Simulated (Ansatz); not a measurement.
A CCSD(T) single point on `[OH][Zr]([OH])([F])[SH]`.

```yaml
crystal:
  periodic: [false, false, false]
  atoms:
    - {symbol: O, position_ang: [-1.975525, 0.030356, -0.047149]}
    - {symbol: Zr, position_ang: [-0.099943, -0.063558, -0.355322]}
    - {symbol: O, position_ang: [0.812145, -1.342194, 0.726684]}
    - {symbol: F, position_ang: [0.249667, -0.496959, -2.183345]}
    - {symbol: S, position_ang: [0.765727, 2.185722, 0.169921]}
    - {symbol: H, position_ang: [-2.895151, -0.075061, 0.179182]}
    - {symbol: H, position_ang: [1.103553, -1.987216, 1.364295]}
    - {symbol: H, position_ang: [2.039528, 1.748910, 0.145733]}
basis:
  gaussian: {orbitals: def2-TZVPP}
correlation: {method: ccsd_t}
```

```sh
$ ansatz run in.yaml --threads 2 --pin off --events-out ev --progress --plain --max-ram 22528MiB --backend cuda --devices 0, --max-vram 18GiB
```

Log, shortened:

```
Functional definition: HF
1466 factors; integrals over basis functions are off by at most 9.9e-4 eV
mean field evaluation 1: about -18914.8475 eV, gradient 6.6e1 eV
mean field evaluation 2: about -18915.0044 eV, gradient 6.6e1 eV
mean field evaluation 4: about -18922.3157 eV, gradient 3.2e0 eV
mean field evaluation 8: about -18922.3932 eV, gradient 3.3e-1 eV
mean field evaluation 16: about -18922.3941 eV, gradient 1.9e-6 eV
mean field -18922.39406184 eV, -695.3851557134 hartree, gradient 1.9e-6 eV, S^2 0.000000; 0 other end points of the search recorded, 0 dependent functions left out
8 core orbitals not correlated: weight in the atoms' cores, before any rotation towards them, 1.000 or more for the frozen orbitals, at most 0.000 for the correlated occupied ones
reference -18922.39406184 eV, -695.3851557134 hartree; 20, 20 occupied and 205, 205 virtual orbitals, 1466 factors
second order -34.37811584 eV of doubles, -0.00000000 eV of singles
cycle   1  -33.65450118 eV  change    7.2e-1 eV  update   1.7e-1
cycle   2  -34.46936148 eV  change   -8.1e-1 eV  update   6.9e-2
cycle   3  -34.71572546 eV  change   -2.5e-1 eV  update   3.0e-2
cycle   4  -34.69690007 eV  change    1.9e-2 eV  update   8.8e-3
cycle   5  -34.68512309 eV  change    1.2e-2 eV  update   3.2e-3
cycle   6  -34.68651229 eV  change   -1.4e-3 eV  update   1.2e-3
cycle   7  -34.68672952 eV  change   -2.2e-4 eV  update   3.7e-4
cycle   8  -34.68640402 eV  change    3.3e-4 eV  update   1.7e-4
cycle   9  -34.68645598 eV  change   -5.2e-5 eV  update   5.5e-5
cycle  10  -34.68651984 eV  change   -6.4e-5 eV  update   2.3e-5
cycle  11  -34.68647663 eV  change    4.3e-5 eV  update   1.0e-5
perturbative correction -1.41706986 eV, -0.0520763569 hartree
Total energy: -18958.49760834 eV, -696.7119365753 hartree
```

Hardware: 2 threads of an AMD EPYC 7R13 on a shared host and a share of an NVIDIA H100 80 GB. Wall time 2.5 s, peak host memory 0.84 GiB.

Correlation energy per correlated electron: -0.903 eV. T1 diagnostic: 0.0170.
